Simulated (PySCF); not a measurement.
## Tc (technetium, neutral): UHF calculation

Configuration: [Kr] 4d5 5s1 6s1, high-spin 8S determinant (an excited configuration). Calculation: PySCF 2.14, in x2c-TZVPPall with one added diffuse shell each of s, p, d, f type (9s7p7d3f1g, 95 functions); scalar relativity by spin-free X2C-1e.

```
Total energy                        : -4282.925664 hartree
One-electron energy                 : -5899.4037 hartree
Hartree (Coulomb) energy            : 1743.9627 hartree
Exchange energy                     : -127.4846 hartree
⟨S²⟩                                : 15.7522
⟨L²⟩                                : 0.000
Sum of ⟨r⟩                          : 37.39 bohr
Sum of ⟨r²⟩                         : 120.8 bohr²
Langevin diamagnetic susceptibility : -95.7 ×10⁻⁶ cm³/mol
```

```csv
shell,electrons,mean orbital energy (hartree),"rms radius, mean of both spins (bohr)"
1s α,1,-777.68919,0.0394
1s β,1,-777.68818,0.0394
2s α,1,-113.91984,0.162
2s β,1,-113.87481,0.162
2p α,3,-101.76014,0.144
2p β,3,-101.71790,0.144
3s α,1,-21.19265,0.442
3s β,1,-21.16609,0.442
3p α,3,-17.08736,0.446
3p β,3,-17.05937,0.446
3d α,5,-10.44956,0.435
3d β,5,-10.38612,0.435
4s α,1,-3.57416,1.13
4s β,1,-3.29698,1.13
4p α,3,-2.37995,1.26
4p β,3,-2.02482,1.26
4d α,5,-0.65789,1.79
5s α,1,-0.40690,3.26
6s α,1,-0.08260,8.85
```

The outer electron is Rydberg-like, and this basis confines it to a smaller radius and binds it less than a complete one would.

Densities and radii are taken from the X2C orbitals without a picture-change correction, which distorts them close to the nucleus.

Spin-orbit constants ζ (cm⁻¹) from the X2C one-electron operator on these orbitals: bare nucleus, nucleus screened by l(l+1)(2l+1)/3 electrons, and screened by the Breit-Pauli mean field of the electrons.

```
shell    bare  screened nucleus  mean field
   2p  642100            612300         n/a
   3p  108800            103700         n/a
   3d   15610             11980         n/a
   4p   14640             13960         n/a
   4d    1187             910.8         n/a
```
